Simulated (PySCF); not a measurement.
**`C(=C)[P+](C)(C)CC`, [C6H14P]+, charge +1**

Geometry:
```json
{"atom": "C1", "x (Å)": "-1.292", "y (Å)": "2.111", "z (Å)": "-0.688"}
{"atom": "C2", "x (Å)": "-0.726", "y (Å)": "1.478", "z (Å)": "0.329"}
{"atom": "P3", "x (Å)": "-0.300", "y (Å)": "-0.268", "z (Å)": "0.327"}
{"atom": "C4", "x (Å)": "-0.919", "y (Å)": "-1.089", "z (Å)": "-1.160"}
{"atom": "C5", "x (Å)": "-1.046", "y (Å)": "-1.034", "z (Å)": "1.789"}
{"atom": "C6", "x (Å)": "1.513", "y (Å)": "-0.429", "z (Å)": "0.452"}
{"atom": "C7", "x (Å)": "2.226", "y (Å)": "0.196", "z (Å)": "-0.742"}
{"atom": "H8", "x (Å)": "-1.523", "y (Å)": "3.162", "z (Å)": "-0.633"}
{"atom": "H9", "x (Å)": "-1.550", "y (Å)": "1.617", "z (Å)": "-1.611"}
{"atom": "H10", "x (Å)": "-0.472", "y (Å)": "1.992", "z (Å)": "1.249"}
{"atom": "H11", "x (Å)": "-0.474", "y (Å)": "-0.645", "z (Å)": "-2.049"}
{"atom": "H12", "x (Å)": "-0.659", "y (Å)": "-2.147", "z (Å)": "-1.119"}
{"atom": "H13", "x (Å)": "-2.003", "y (Å)": "-0.988", "z (Å)": "-1.206"}
{"atom": "H14", "x (Å)": "-2.129", "y (Å)": "-0.925", "z (Å)": "1.748"}
{"atom": "H15", "x (Å)": "-0.673", "y (Å)": "-0.548", "z (Å)": "2.690"}
{"atom": "H16", "x (Å)": "-0.791", "y (Å)": "-2.092", "z (Å)": "1.821"}
{"atom": "H17", "x (Å)": "1.752", "y (Å)": "-1.493", "z (Å)": "0.540"}
{"atom": "H18", "x (Å)": "1.816", "y (Å)": "0.063", "z (Å)": "1.381"}
{"atom": "H19", "x (Å)": "2.009", "y (Å)": "-0.344", "z (Å)": "-1.661"}
{"atom": "H20", "x (Å)": "1.934", "y (Å)": "1.236", "z (Å)": "-0.871"}
{"atom": "H21", "x (Å)": "3.301", "y (Å)": "0.164", "z (Å)": "-0.585"}
```

Total charge +1.

Method used: GIAO KT3/pcSseg-1 magnetisability, rotational g tensor and spin-rotation constants, non-relativistic, gas phase (PySCF 2.14.0). Geometry: GFN2-xTB.

For an ion the centre-of-mass motion in the field is neglected.

(1) Give the nuclear spin-rotation constants along the inertial axes (H = +C I·J) beside the isotropic shieldings.

(2) How do the rotational constants and the g tensor change when H8, H9, H10, H11, H12, H13, H14, H15, H16, H17, H18, H19, H20, H21 are replaced by deuterium?

Answers

(1) Rotational constants 2.1230, 1.8820, 1.4561 GHz. A star marks the isotopologue with that one atom substituted, in its own axes.
| atom | isotope | Caa (kHz) | Cbb (kHz) | Ccc (kHz) | mean (kHz) | σ (ppm) |
| --- | --- | --- | --- | --- | --- | --- |
| P3 | 31P | 3.331 | 2.990 | 2.265 | 2.862 | 322.0 |
| H8 | 1H | -0.110 | -0.046 | -0.100 | -0.085 | 24.6 |
| H9 | 1H | -0.264 | -0.223 | 0.125 | -0.121 | 25.2 |
| H10 | 1H | -0.262 | -0.228 | 0.107 | -0.127 | 25.7 |
| H11 | 1H | -0.256 | -0.055 | -0.133 | -0.148 | 29.5 |
| H12 | 1H | -0.193 | -0.128 | -0.133 | -0.151 | 30.0 |
| H13 | 1H | -0.037 | -0.240 | -0.150 | -0.142 | 29.9 |
| H14 | 1H | -0.018 | -0.207 | -0.182 | -0.136 | 29.8 |
| H15 | 1H | -0.281 | -0.217 | 0.008 | -0.163 | 29.7 |
| H16 | 1H | -0.187 | -0.083 | -0.165 | -0.145 | 29.9 |
| H17 | 1H | -0.133 | -0.108 | -0.169 | -0.137 | 29.5 |
| H18 | 1H | -0.238 | -0.253 | 0.017 | -0.158 | 29.4 |
| H19 | 1H | -0.253 | -0.240 | 0.004 | -0.163 | 30.6 |
| H20 | 1H | -0.155 | -0.089 | -0.176 | -0.140 | 30.5 |
| H21 | 1H | -0.007 | -0.222 | -0.155 | -0.128 | 29.7 |
| C1 | 13C* | 0.548 | 0.475 | 0.679 | 0.567 | 43.5 |
| C2 | 13C* | 0.485 | 0.474 | 0.554 | 0.505 | 70.7 |
| C4 | 13C* | 0.240 | 0.229 | 0.182 | 0.217 | 180.2 |
| C6 | 13C* | 0.322 | 0.280 | 0.226 | 0.276 | 159.3 |
| C7 | 13C* | 0.286 | 0.229 | 0.182 | 0.233 | 175.7 |

For the geometry as given, no vibrational averaging.

(2) Constants 1.6735, 1.5079, 1.1876 GHz; g 0.0126, 0.0098, 0.0055, against 0.0147, 0.0133, 0.0067 before.
